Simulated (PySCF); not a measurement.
All values below come from M06-2X/def2-TZVP // PBE0-D3(BJ)/def2-SVP run with PySCF. Isolated molecules, 0 K electronic values unless said otherwise. One relaxed conformer stands for a flexible species; it need not be the lowest. Delta-SCF ions had no search for a lower state. Excitations are Tamm–Dancoff values on a coarser integration grid. The basis has no diffuse functions, so Rydberg states are missing or too high.

Reference species (SMILES): `C[O][Ge]([O]C)([O]C)[O]C` (neutral, multiplicity 1).

```
Quantity                                  Result
--------------------------------------  --------
S1 oscillator strength                     0.015
S1 excitation (TDA)                      7.54 eV
vertical ionisation energy (Delta-SCF)  10.45 eV
```

Changed species: `C[O][Ge]([I])([I])[I]` (C–O–Ge–I torsion 180°) (3 of 4 OCH3 replaced by I; the reference has 0 of 4 OCH3 replaced by I).

Question: What does the change do to the S1 oscillator strength, S1 excitation (TDA) and vertical ionisation energy (Delta-SCF)?

Answer: the S1 oscillator strength drops by 0.015, to 0.000; the S1 excitation (TDA) decreases by 3.32 eV, to 4.22 eV; the vertical ionisation energy (Delta-SCF) falls by 0.60 eV, to 9.85 eV.
